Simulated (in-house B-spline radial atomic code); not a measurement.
Settings and results of a run for Hf⁵⁴⁺. Level of theory: scalar-relativistic (X2C) SCAN, spin-polarised, spherical fractional occupations, Fermi nucleus of rms radius 5.347 fm; calculated with an all-electron radial atomic-structure program (B-spline basis).

Command:
```bash
python run_scf.py task.json out
```
Settings (nuclear radius in fm, mass in u):
```
Z                72
configuration    [Ne] 3s2 3p6
hamiltonian      x2c
method           scan,scan
spin_polarised   True
nucleus          fermi
rms_radius       5.347
atomic_mass      179.94656
speed_of_light   137.035999084
```

Output (hartree, bohr):
```
 radial grid: 54 intervals, B-splines of order 8, outer radius 1.2614 bohr

 iter        energy (Eh)    residual
    1      -12166.840832    2.36e-01
    2      -12166.848674    1.94e-03
    3      -12166.848674    9.70e-04
    4      -12166.848675    4.85e-04
    5      -12166.848675    9.00e-06
    6      -12166.848675    1.22e-07

 total energy                    -12166.84867
 kinetic                           13919.6252
 electron-nucleus                 -27358.2060
 Hartree                            1448.1958
 exchange-correlation               -176.4637

 orbital      occ     eigenvalue          <r>       <r^2>       <1/r>       r_max
 1s up      1.000     -2536.1687    0.0182036 0.000463293     91.4854     0.01097
 1s down    1.000     -2536.1687    0.0182036 0.000463293     91.4854     0.01097
 2s up      1.000      -548.2729    0.0788269  0.00739854     21.5561     0.06759
 2s down    1.000      -548.2729    0.0788269  0.00739854     21.5561     0.06759
 2p up      3.000      -500.0743    0.0704079  0.00605433     18.2278     0.05485
 2p down    3.000      -500.0743    0.0704079  0.00605433     18.2278     0.05485
 3s up      1.000      -212.9976     0.194042   0.0430426      8.3811       0.184
 3s down    1.000      -212.9976     0.194042   0.0430426      8.3811       0.184
 3p up      3.000      -198.4149     0.190679   0.0420876     7.45619      0.1795
 3p down    3.000      -198.4149     0.190679   0.0420876     7.45619      0.1795
```

Run time, properties included: 0.19 s on 1 thread of Arm Neoverse V1 (shared host).

One-electron X2C: radii and densities carry no picture-change correction, so inner-shell <1/r> comes out high (for 1s by about 2 % at Z = 33, 5 % at 54, 10 % at 75, 30 % at 118) and <r> low.
